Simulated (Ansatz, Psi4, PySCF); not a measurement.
Sb2, triplet, geometry from GFN2-xTB (a higher spin typed on purpose: for a closed-shell molecule this is an excited state) (all electrons, no relativity). Base run: B3LYP/STO-3G (PySCF).

Input for PySCF:
```python
from pyscf import gto, scf, dft

mol = gto.M(
    atom='''
Sb   -0.00000000   -0.00000000   -1.35280165
Sb    0.00000000    0.00000000    1.35280165
''',
    basis='sto-3g',
    spin=2,
    verbose=4,
)

mf = dft.UKS(mol)
mf.xc = 'b3lyp'
mf.kernel()
```

The same geometry, method and basis name were run in Ansatz (a quantum-chemistry and plane-wave program) and Psi4 and PySCF, at each program's defaults and at the settings that a row names. The base is PySCF at its defaults. Differences at the defaults can come from grids, fitting, cores and function types together. The rows with settings made alike still differ; the cause (another SCF solution, basis table, core potential or functional code) wasn't traced.

```json
[
 {"code and settings": "PySCF, defaults (exact integrals, its default grid, spherical functions)", "ΔE vs base (mEh)": "0.000", "basis functions": "54", "E (Eh)": "-12506.80498", "SCF cycles": "7"},
 {"code and settings": "Ansatz, defaults (factorised integrals, its default grid, spherical functions)", "ΔE vs base (mEh)": "-0.016", "basis functions": "54", "E (Eh)": "-12506.80499", "SCF cycles": "-"},
 {"code and settings": "PySCF, fine grid", "ΔE vs base (mEh)": "-0.019", "basis functions": "54", "E (Eh)": "-12506.80500", "SCF cycles": "7"},
 {"code and settings": "Psi4, exact integrals, spherical functions, fine grid", "ΔE vs base (mEh)": "22.814", "basis functions": "54", "E (Eh)": "-12506.78216", "SCF cycles": "6"},
 {"code and settings": "Ansatz, high accuracy", "ΔE vs base (mEh)": "-0.016", "basis functions": "54", "E (Eh)": "-12506.80499", "SCF cycles": "-"}
]
```

Open shells are given as the SCF converged; they aren't shown to be the lowest states, and a large step between rows can be another state.
